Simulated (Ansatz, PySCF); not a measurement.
Energy difference 2 R1 + R2 + R3 + 2 R4 → 5 P1 + P2, each structure at its B3LYP-D3(BJ)/def2-SVP stationary point, reached from a drawn start (curvature not checked).
R1: CH4 (SMILES C), charge 0, multiplicity 1.
P1, H2 (SMILES [H][H]) (charge 0, multiplicity 1):
```xyz
2

H      0.000     0.000     0.380
H      0.000     0.000    -0.380
```
R2: HCl (SMILES Cl), charge 0, multiplicity 1.
R3, NH3 (SMILES N) (charge 0, multiplicity 1):
```xyz
4

N      0.000     0.000     0.306
H      0.000     0.937    -0.102
H      0.812    -0.469    -0.102
H     -0.812    -0.469    -0.102
```
R4: SiH4 (SMILES [SiH4]), charge 0, multiplicity 1.
P2: C2H10ClNSi2 (SMILES C[Si](C)(Cl)N[SiH3]), charge 0, multiplicity 1.

P less R. No zero-point or thermal terms. One arrangement of each flexible species, with no search for the lowest.

Cores are frozen in the correlated methods.

Programs: Ansatz (a first-principles code) with Gaussian orbitals; PySCF for the D3/D4 terms. All values are computed, each at the level named.

Question: What reaction energy does CCSD(T)/cc-pV(D+d)Z give?

Answer: -41 kJ/mol

Question: What reaction energy does PBE-D4/def2-TZVPP give?

Answer: -110 kJ/mol

Question: Give the reaction energy at the level CCSD/cc-pV(T+d)Z.

Answer: -84 kJ/mol
